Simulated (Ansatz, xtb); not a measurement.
Relaxing a trial structure of C2H4BFN−

The starting geometry of this gas-phase singlet was built from a drawn formula by distance geometry and a force field; its bonds are those of `[BH2-]=C=C(N)F`.

```xyz
9

C    -0.5488   -0.9099    2.3799
C     0.6990   -0.6533    2.5158
B    -1.9216   -1.1162    2.2833
F     1.1314    0.2731    3.4066
N     1.6201   -1.3856    1.6559
H    -2.3775   -1.9343    1.5249
H    -2.7297   -0.4206    2.8945
H     1.3267   -2.1375    1.0188
H     2.6773   -1.2423    1.8347
```

Question: Predict what becomes of its bonds when it is optimised with r2SCAN-D4/def2-SVPD.

Answer: It keeps its bonds, and is `[BH2-]=C=C(N)F`.

The energy falls by 2.79 eV over 18 steps:

```
step  E − E(last) (eV)
   1             2.786
   3             1.080
   5             0.411
   7             0.135
   9             0.078
  10             0.017
  12             0.001
  14             0.000
  16             0.000
  18             0.000
```

Final geometry (Å):

```xyz
9

C    -0.5735   -0.9435    2.4348
C     0.7181   -0.7812    2.5131
B    -1.9874   -1.1379    2.2740
F     1.3872   -0.2899    3.6796
N     1.7578   -0.9521    1.5488
H    -2.5471   -2.1820    2.6072
H    -2.7189   -0.2719    1.7961
H     1.3468   -1.4115    0.7410
H     2.4940   -1.5565    1.9198
```

From the same start GFN2-xTB ends elsewhere, in pieces: C2H4BN + F.

No frequencies were run, so the end isn't proven a minimum. Run with Ansatz 0.2.0, 2.2 min on 2 threads of AMD EPYC (Zen 3), on a shared host.
